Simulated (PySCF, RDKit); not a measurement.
Dimer: NH3 (SMILES N) (first 4 atoms) with CH6Si (SMILES C[SiH3]); geometry from B3LYP-D3(BJ)/def2-TZVP, rigid monomers moved along the line of their centres of mass till N1···Si6 is 3.29 Å.
(charge 0, multiplicity 1):
```xyz
12

N      0.415    -0.625    -0.363
H      1.290    -0.528     0.138
H     -0.093     0.245    -0.256
H     -0.122    -1.347     0.104
C     -0.363     0.511     4.618
Si    -0.081     0.099     2.810
H     -0.935    -0.276     5.112
H     -0.916     1.446     4.722
H      0.587     0.620     5.145
H      0.670    -1.172     2.675
H      0.696     1.174     2.145
H     -1.376    -0.046     2.101
```

Monomers are frozen at their geometry in the pair; levels with a basis set take the counterpoise correction. Rows marked so take none. RDKit's UFF carries no charges.

Rows in 6-31G*, STO-3G carry no dispersion term and start afresh at each structure (6-31G* with six Cartesian d functions).

The values were computed with PySCF for 6-31G* rows, STO-3G rows; RDKit for the force fields. Each number belongs to the level named beside it.

**Question.** One of these levels gives -49.9 meV for the interaction energy. Which?
A) UFF
B) HF/6-31G*
C) HF/STO-3G (no counterpoise)
D) B3LYP/6-31G* (no counterpoise)

**Answer.** D, B3LYP/6-31G* (no counterpoise). The others give 11.5 (UFF), 92.6 (HF/STO-3G (no counterpoise)), 126.1 (HF/6-31G*)
